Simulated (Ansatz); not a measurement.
Input for Ansatz (a program for electronic structure): U-CCSD(T)/def2-TZVPP on KH, a point of a bond scan (R = 6.117 Å).

Ansatz 0.2 input:
```yaml
crystal:
  periodic: [false, false, false]
  atoms:
    - {symbol: K, position_ang: [-0.00000000, -0.00000000, -0.11326949]}
    - {symbol: H, position_ang: [0.00000000, 0.00000000, 6.00328297]}
basis:
  gaussian:
    orbitals: def2-TZVPP
correlation: {method: ccsd_t, electrons: outside_noble_gas}
scf: {omitted_lower_state_checks: [cluster_reference]}
magnetization: {spin_polarized: true, initial_magnetization: 0}
```

Program output:

```
WARN ansatz: RAYON_NUM_THREADS=2 ignored (pool sized by the plan → 2); use --threads N
Functional definition: HF
these checks for a lower state are left out or cut short: cluster_reference
integrals: 0.02 GiB planned
389 factors; integrals over basis functions are off by at most 5.3e-4 eV
mean field: 0.08 GiB planned
mean field evaluation 1: about -16314.3986 eV, gradient 6.3e0 eV
mean field evaluation 2: about -16314.3986 eV, gradient 6.3e0 eV
mean field evaluation 4: about -16315.0290 eV, gradient 2.8e0 eV
mean field evaluation 8: about -16315.3035 eV, gradient 3.6e-3 eV
mean field evaluation 16: about -16315.3035 eV, gradient 6.3e-4 eV
mean field evaluation 32: about -16317.3955 eV, gradient 2.1e-6 eV
mean field evaluation 64: about -16317.3955 eV, gradient 2.6e-6 eV
mean field evaluation 96: about -16315.7962 eV, gradient 1.1e0 eV
mean field evaluation 128: about -16315.3924 eV, gradient 6.6e0 eV
mean field evaluation 160: about -16314.3986 eV, gradient 6.3e0 eV
mean field -16317.39553508 eV, -599.6532255864 hartree, gradient 5.9e-6 eV, S^2 0.997980; 14 other end points of the search recorded, 0 dependent functions left out
9 core orbitals not correlated
reference -16317.39553508 eV, -599.6532255864 hartree; 1, 1 occupied and 37, 37 virtual orbitals, 389 factors
second order -0.00147914 eV of doubles, -0.00000000 eV of singles
coupled cluster: 0.08 GiB planned
cycle   1  -0.00190454 eV  change   -4.3e-4 eV  update   5.7e-3
cycle   2  -0.00277935 eV  change   -8.7e-4 eV  update   3.9e-3
cycle   3  -0.00334908 eV  change   -5.7e-4 eV  update   2.7e-3
cycle   4  -0.00347039 eV  change   -1.2e-4 eV  update   1.1e-3
cycle   5  -0.00354669 eV  change   -7.6e-5 eV  update   5.4e-4
cycle   6  -0.00357980 eV  change   -3.3e-5 eV  update   4.6e-4
cycle   7  -0.00359765 eV  change   -1.8e-5 eV  update   3.7e-4
cycle   8  -0.00361830 eV  change   -2.1e-5 eV  update   3.5e-4
cycle   9  -0.00362750 eV  change   -9.2e-6 eV  update   3.4e-4
cycle  10  -0.00364343 eV  change   -1.6e-5 eV  update   3.4e-4
cycle  11  -0.00365670 eV  change   -1.3e-5 eV  update   3.4e-4
cycle  12  -0.00366904 eV  change   -1.2e-5 eV  update   3.4e-4
cycle  13  -0.00368970 eV  change   -2.1e-5 eV  update   3.4e-4
cycle  14  -0.00392225 eV  change   -2.3e-4 eV  update   3.4e-4
cycle  15  -0.00442273 eV  change   -5.0e-4 eV  update   3.3e-4
cycle  16  -0.00512536 eV  change   -7.0e-4 eV  update   3.1e-4
cycle  17  -0.00622581 eV  change   -1.1e-3 eV  update   2.8e-4
cycle  18  -0.00736399 eV  change   -1.1e-3 eV  update   2.1e-4
cycle  19  -0.00790927 eV  change   -5.5e-4 eV  update   1.0e-4
cycle  20  -0.00795699 eV  change   -4.8e-5 eV  update   3.3e-5
cycle  21  -0.00802150 eV  change   -6.5e-5 eV  update   1.7e-5
cycle  22  -0.00797994 eV  change    4.2e-5 eV  update   1.3e-5
cycle  23  -0.00801601 eV  change   -3.6e-5 eV  update   8.9e-6
cycle  24  -0.00800085 eV  change    1.5e-5 eV  update   4.5e-6
cycle  25  -0.00800096 eV  change   -1.1e-7 eV  update   1.8e-6
cycle  26  -0.00800278 eV  change   -1.8e-6 eV  update   8.7e-7
cycle  27  -0.00800401 eV  change   -1.2e-6 eV  update   3.9e-7
cycle  28  -0.00800410 eV  change   -9.3e-8 eV  update   1.9e-7
coupled cluster: 0.08 GiB planned
perturbative correction 0.00000000 eV, 0.0000000000 hartree
Total energy: -16317.40353919 eV, -599.6535197317 hartree
Checks for a lower state left out: cluster_reference
```

Self-consistency was reached. Its determinant has ⟨S²⟩ = 1.00, a mixture of spin states.

Cost: very roughly 3 core-seconds.
